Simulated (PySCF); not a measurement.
# Electronic absorption of C5H6OSe

Compound: C5H6OSe.
Geometry (PBE0-D3(BJ)/def2-SVP, Å), atoms numbered from 1 in this order:
```xyz
13
C5H6OSe angstrom
O     -2.0049    0.8665    0.8555
C     -1.5586    0.1751   -0.2811
C     -0.0966   -0.1672   -0.2158
C      0.8907    0.7947    0.1826
C      2.1735    0.3324    0.1948
Se     2.2651   -1.4475   -0.3208
C      0.4218   -1.3993   -0.5100
H     -1.7556    0.3460    1.6270
H     -1.7433    0.8495   -1.1342
H     -2.1438   -0.7454   -0.4747
H      0.6218    1.8155    0.4625
H      3.0742    0.8856    0.4598
H     -0.1336   -2.2832   -0.8247
```

Method: TDDFT PBE0/def2-SVPD, vertical, gas phase, core orbitals frozen in the response (PySCF 2.14.0, density-fitted response routines). The PBE0/def2-SVPD calculation is non-relativistic and has no spin–orbit coupling, an omission that weighs most on selenium.

```tsv
state	E (eV)	λ (nm)	ν̃ (cm⁻¹)	f	main configurations (H = HOMO, L = LUMO)
S1	5.34	232.2	43060	0.130	H→L (80%), H-1→L (10%)
S2	5.38	230.6	43360	0.0013	H→L+1 (86%), H-1→L+1 (9%)
S3	5.58	222.2	45000	0.0048	H-1→L+1 (84%), H→L+1 (9%)
S4	5.60	221.5	45150	0.048	H-1→L (79%), H→L (11%)
S5	6.36	194.8	51330	0.037	H-2→L (60%), H→L+2 (32%)
S6	6.37	194.6	51400	0.025	H→L+2 (58%), H-2→L (35%)
```

The lowest singlet lies at 5.34 eV (232 nm, ultraviolet) and is of moderate strength; its leading configuration is HOMO→LUMO (80%). The lowest level is also the most intense of those listed (f = 0.130). S5/S6 lie within about 0.01 eV of each other. Löwdin shares by element: HOMO carbon 46% or more, selenium 35% (atoms not listed hold the other 19%); LUMO carbon 55% or more, selenium 22% (atoms not listed hold the other 23%). Weighted by f, the mean energy of these states is 5.65 eV. The listed states span 1.03 eV, and the widest gap between neighbours is 0.77 eV (S4 to S5). Orbital energies (eV): HOMO-3 -9.33, HOMO-2 -8.26, HOMO-1 -7.04, HOMO -6.90, LUMO -0.75, LUMO+1 -0.09, LUMO+2 0.52. The window holds the lowest 6 singlets.

One conformer stands for the species.
